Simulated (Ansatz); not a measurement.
This geometry of Al₂H₆O₂ (10 atoms, charge 0, multiplicity 1) is a first-order saddle point.

Method: RKS B3LYP-D4/def2-SVP in Ansatz 0.2.0.

```xyz
10
Properties=species:S:1:pos:R:3
Al -0.011 0.388 0.097
O -0.425 -0.735 1.540
H -1.309 -1.082 1.712
H 1.337 0.001 -0.635
H -1.315 0.854 -0.682
O 0.313 1.424 1.644
Al 0.985 2.824 2.397
H 0.961 2.868 3.974
H 1.553 3.953 1.456
H -0.113 0.379 2.040
```

Which two structures does it join? (They come from a converged band through this point; their orientation in space is the band's.)

Bonds broken: O6–H10. Bonds formed: O2–H10.

Image 0:

```xyz
10
Properties=species:S:1:pos:R:3
Al -0.070 0.300 0.270
O -0.567 -0.873 1.487
H -1.212 -1.574 1.366
H 1.474 0.294 -0.143
H -1.171 0.753 -0.788
O -0.039 1.558 1.793
Al 1.059 2.842 2.267
H 1.398 2.920 3.801
H 1.500 3.786 1.096
H -0.396 0.868 2.395
```

Image 8:

```xyz
10
Properties=species:S:1:pos:R:3
Al 0.115 0.483 0.184
O -0.503 -0.812 1.615
H -1.444 -1.046 1.588
H 1.359 -0.210 -0.513
H -1.266 0.679 -0.591
O 0.470 1.643 1.446
Al 1.043 3.037 2.226
H 0.964 3.064 3.810
H 1.616 4.257 1.394
H -0.376 -0.224 2.384
```

How far does it lie above each of them?

17.3 kJ/mol above the first and 33.6 kJ/mol above the second. This is the barrier of this one path; another mechanism may lie lower. The orbitals stay closed-shell, which can raise the energy where a bond breaks towards radicals; this wasn't checked here.

Run time: 5.9 min on 2 threads of Arm Neoverse V1, on a shared host, peak memory 0.19 GiB.
